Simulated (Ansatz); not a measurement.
`[CH3][Ti]([F])([F])[F]` + HI → `[F][Ti]([F])([F])[I]` + CH₄  (ligand exchange at a Ti–C bond)

Calculated with Ansatz (gas phase, PBE0-D4/def2-TZVP geometries, no zero-point term in ΔE). CCSD(T)/CBS is the MP2 limit (def2-TZVPP, def2-QZVPP) plus CCSD(T) − MP2 in def2-TZVPP, frozen cores. This one scheme is used for every species. DFT in def2-TZVPP. HSE06 is defined as in plane-wave codes. Elements past krypton have def2 core potentials. For I, Ti outer-core shells are correlated without core-valence functions, which leaves a few kJ/mol of doubt a bond. Scalar relativity is left out up to krypton.

```json
{"level": "CAM-B3LYP-D4", "ΔE (kJ/mol)": "-153.0", "difference from CCSD(T)/CBS": "0.7"}
{"level": "PBE0", "ΔE (kJ/mol)": "-160.7", "difference from CCSD(T)/CBS": "-7.0"}
{"level": "r2SCANh", "ΔE (kJ/mol)": "-168.1", "difference from CCSD(T)/CBS": "-14.4"}
{"level": "HSE06", "ΔE (kJ/mol)": "-161.3", "difference from CCSD(T)/CBS": "-7.6"}
{"level": "CAM-B3LYP", "ΔE (kJ/mol)": "-151.5", "difference from CCSD(T)/CBS": "2.2"}
{"level": "HF/def2-TZVPP", "ΔE (kJ/mol)": "-148.7", "difference from CCSD(T)/CBS": "5.0"}
{"level": "MP2/def2-TZVPP", "ΔE (kJ/mol)": "-173.6", "difference from CCSD(T)/CBS": "-19.9"}
{"level": "CCSD/def2-TZVPP", "ΔE (kJ/mol)": "-145.1", "difference from CCSD(T)/CBS": "8.6"}
{"level": "SCS-MP2/def2-QZVPP", "ΔE (kJ/mol)": "-159.3", "difference from CCSD(T)/CBS": "-5.6"}
{"level": "CCSD/CBS(def2)", "ΔE (kJ/mol)": "-140.6", "difference from CCSD(T)/CBS": "13.1"}
{"level": "CCSD(T)/CBS", "ΔE (kJ/mol)": "-153.7", "difference from CCSD(T)/CBS": "0"}
```

Largest T1 diagnostic among the species: 0.023, so the coupled-cluster value is less sure than usual.

From PBE to PBE0 (25 % exact exchange), in def2-TZVPP and without D4, ΔE moves by +6.5 kJ/mol. Leaving LDA and LC-ωPBE aside and taking each functional with its dispersion term where it has one, the values, not all of them listed here, spread over 21.1 kJ/mol, from r2SCAN-D4 to ωB97M-V. In def2-TZVPP, CCSD(T) changes the Hartree–Fock value by −9.5 kJ/mol (the triples alone add −13.1 kJ/mol) and MP2 by −24.9 kJ/mol.
